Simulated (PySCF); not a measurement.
Input for PySCF:
```python
from pyscf import gto, scf, dft

mol = gto.Mole()
mol.atom = '''
    Se    0.13601162   -0.06866788    1.02594044
    C    -0.76142895   -1.28339958   -0.35515624
    C    -1.57784983   -2.24380833    0.41360137
    C     0.26030098   -1.84688879   -1.21941531
    H    -1.39060871   -0.61433196   -0.91781710
    H    -2.12744890   -2.89546506   -0.27125551
    H    -0.90713030   -2.84256665    1.08467994
    H    -2.34853503   -1.82082650    1.06072445
    H     0.85879729   -1.07777922   -1.74258168
    H    -0.21388929   -2.45532673   -1.98581021
    H     0.88039858   -2.57854811   -0.71529500
    O     0.94639481    1.04171009   -0.31747377
    Si    0.36214277    2.29762247   -1.14696230
    H    -0.61824103    1.72428306   -2.15921277
    H     1.59639316    2.72564275   -1.84184674
    H    -0.33307955    3.26830352   -0.37958708
'''
mol.basis = 'sto-3g'
mol.verbose = 4
mol.build()

mf = dft.RKS(mol)
mf.xc = 'pbe'
mf.kernel()
g = mf.nuc_grad_method()
grad = g.kernel()
```

Question: What is the computed HOMO-LUMO gap (PBE/STO-3G, gradient (PySCF))?

Answer: 3.28 eV

Question: Estimate the nuclear repulsion energy that PBE/STO-3G, gradient returns for this input.

Answer: 551.5825 Eh

Question: What is the computed Mulliken (on the basis functions themselves) charges in atom order (PBE/STO-3G, gradient)?

Answer: Se1 0.11, C2 -0.12, C3 -0.24, C4 -0.25, H5 0.09, H6 0.09, H7 0.08, H8 0.09, H9 0.09, H10 0.08, H11 0.09, O12 -0.38, Si13 0.63, H14 -0.14, H15 -0.11, H16 -0.12

Question: What is the computed total energy (PBE/STO-3G, gradient)?

Answer: -2853.244132 Ha

Question: What is the computed number of basis functions (PBE/STO-3G, gradient)?

Answer: 57

Question: What HOMO energy does PBE/STO-3G, gradient give?

Answer: -1.81 eV
